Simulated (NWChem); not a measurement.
# SeCl₃ cation; SMILES Cl[Se+](Cl)Cl

Computed with NWChem. Pople sets run with spherical d functions. Medium grid unless said otherwise, to which SCAN and Minnesota functionals are sensitive. Coordinates come from a B3LYP/6-31G* (spherical d) optimisation.

For level SCAN/6-31G*:

highest occupied level (eV): -14.35
orbital gap (eV): 4.00

Q: Estimate the same quantities for level BLYP/6-31G*.

A: The highest occupied level (eV) comes out as -13.70. The orbital gap (eV) comes out as 3.58.
